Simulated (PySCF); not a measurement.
Structure problem from calculated spectra and properties.

Formula: C9H13N.

* 1H NMR: chemical shifts (computed TMS as zero) by class: 7.36 (1 H), 7.31 (1 H), 6.99 (1 H), 6.79 (1 H), 3.50 (2 H), 2.43 (1 H), 1.30 (6 H) ppm [GIAO PBE0/pcSseg-1]
* Rotational structure: rotational constants A, B, C: 2.081, 1.134, 0.818 GHz [GFN2-xTB]
* 13C NMR: chemical shifts (computed TMS as zero) by class: 149.0 (1 C), 134.3 (1 C), 132.5 (1 C), 129.8 (1 C), 122.9 (1 C), 118.4 (1 C), 32.7 (1 C), 23.3 (2 C) ppm [GIAO PBE0/pcSseg-1]
* NMR, other nuclei: isotropic shieldings of nuclei other than C and H, by class: 194 (1 N) ppm [GIAO PBE0/pcSseg-1]
* Dipole: 1.76 D [PBE0/pcSseg-1]

The electronic properties come from PySCF, for the isolated species, density fitting. Levels stand in brackets. Geometry: GFN2-xTB, one conformer, isolated molecule. Each NMR value is the plain mean over a class of atoms that symmetry, rotation or inversion makes alike.

Question: What is the compound? Reason from the data.

Answer: Numbering: `[CH3:1][CH:2]([CH3:3])[c:4]1[cH:5][cH:6][cH:7][cH:8][c:9]1[NH2:10]`. Its formula, C9H13N, gives 4 degrees of unsaturation: 1 ring and 3 π bonds in the structure found (Kekulé form). 9 carbons fall into 8 classes; from least to most shielded: aromatic carbon bearing nitrogen [C9] (149.0 ppm), substituted aromatic carbon [C4] (134.3 ppm), aromatic CH carbon [C7] (132.5 ppm), aromatic CH carbon [C5] (129.8 ppm), aromatic CH carbon [C6] (122.9 ppm), aromatic CH carbon [C8] (118.4 ppm), benzylic-type carbon [C2] (32.7 ppm), methyl carbon [C1/C3] (23.3 ppm, 2 C). Hydrogen classes from least to most shielded: 1 H on an aromatic CH carbon, C7 (7.36 ppm), 1 H on an aromatic CH carbon, C5 (7.31 ppm), 1 H on an aromatic CH carbon, C6 (6.99 ppm), 1 H on an aromatic CH carbon, C8 (6.79 ppm), 2 H on an aniline-type nitrogen, N10 (3.50 ppm), 1 H on a benzylic-type carbon, C2 (2.43 ppm), 6 H on 2 methyl carbons, C1/C3 (1.30 ppm, a mean of values up to 1.3 ppm apart in this geometry). The other shieldings belong to: 194 ppm, aniline-type nitrogen [N10]. The optimised geometry has point group C1 and is an asymmetric top. Structure: `CC(c1ccccc1N)C`. Computed isomers that give other values at the same levels: `Cc1ccccc1N(C)C` (13C chemical shifts (computed TMS as zero) by class: 158.1 (1 C), 138.2 (1 C), 136.4 (1 C), 131.5 (1 C), 127.9 (1 C), 123.5 (1 C), 45.5 (2 C), 19.6 (1 C) ppm); `CCc1cccc(C)c1N` (13C chemical shifts (computed TMS as zero) by class: 147.0 (1 C), 134.3 (1 C), 133.5 (1 C), 130.3 (1 C), 124.4 (1 C), 122.9 (1 C), 31.7 (1 C), 20.4 (1 C), 15.0 (1 C) ppm); `CCN(C)c1ccccc1` (13C chemical shifts (computed TMS as zero) by class: 150.9 (1 C), 135.1 (2 C), 120.3 (1 C), 114.4 (2 C), 49.6 (1 C), 40.3 (1 C), 10.8 (1 C) ppm). The assignments are read from this structure; whether some other isomer fits the data as well wasn't checked.

Conformer computed: `[CH3:1][CH:2]([CH3:3])[c:4]1[cH:5][cH:6][cH:7][cH:8][c:9]1[NH2:10]`: C1–C2–C4–C5 -100°, H–N10–C9–C8 -156°, H–N10–C9–C8 -20°.
